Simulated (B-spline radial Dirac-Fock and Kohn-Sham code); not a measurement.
# Free-atom binding energies and absorption edges of Zn

The computed values come from an atomic code on a B-spline grid: Dirac-Fock energy differences between relaxed states, corrected for Breit and QED terms. No correlation.

Two models are given for [Ar] 3d10 4s2. In the first the electron is removed to infinity. In the second it is placed in the 4p shell, so that the atom stays neutral; this mimics a hole screened by valence charge, or the onset of absorption below the ionisation limit. The tabulated edges (Elam, Ravel and Sieber, Radiat. Phys. Chem. 63, 121 (2002)) refer to the element in its standard state, with the Fermi level as zero for a metal.

| level | ionised (eV) | screened (eV) | tabulated (eV) |
| --- | --- | --- | --- |
| K (1s) | 9666.6 | 9661.1 | 9659.0 |
| L1 (2s) | 1206.3 | 1200.9 | 1196.2 |
| L2 (2p1/2) | 1051.8 | 1046.4 | 1044.9 |
| L3 (2p3/2) | 1028.5 | 1023.0 | 1021.8 |
| M1 (3s) | 149.9 | 144.4 | 139.8 |
| M2 (3p1/2) | 100.1 | 94.65 | 91.40 |
| M3 (3p3/2) | 97.05 | 91.63 | 88.60 |

Q: Which of the two models lies closer to the table on average?

A: The screened model lies closer: the mean absolute deviations are 8.4 eV (ionised) and 2.9 eV (screened). Screening lowers the levels by 5.4 eV on average.
